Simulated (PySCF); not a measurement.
# ZnB⁺: from constants to spectrum

RHF-CCSD(T) constants of ZnB⁺, ¹Σ⁺ (singlet), closed shell (PySCF, no relativity, basis sets Zn def2-SVP, B def2-SVP; masses 63.9291 and 11.0093 u):

| Property | Result |
| --- | --- |
| ωe | 343.9 cm⁻¹ |
| ωexe | 2.27 cm⁻¹ |
| Be | 0.32127 cm⁻¹ |
| αe | 0.00320 cm⁻¹ |
| D (centrifugal) | 1.12e-06 cm⁻¹ |
| De to Zn + B⁺ | 1.77 eV |

Q: Give the band origin of the fundamental and the first lines of its P and R branches.

A: ν0 = ωe − 2ωexe = 339.4 cm⁻¹, B0 = 0.31967, B1 = 0.31647 cm⁻¹.

```csv
J″,P(J″) − ν0,R(J″) − ν0
0,,0.633
1,-0.639,1.259
2,-1.285,1.879
3,-1.937,2.493
4,-2.595,3.100
5,-3.260,3.701
6,-3.931,4.295
```

Q: Near which J would the R branch turn back, without centrifugal distortion?

A: At J ≈ (B0 + B1)/(2(B0 − B1)) − 1 ≈ 98.

Correlated steps freeze 6 core orbitals. Correlated levels converge slowly with the basis: in double zeta they bind strong bonds too weakly, by up to about 1 eV, and carry superposition errors of some tenths. For an ion De counts to the pair picked by the measured ionisation energies or electron affinities, which need not be the lowest pair at this level.
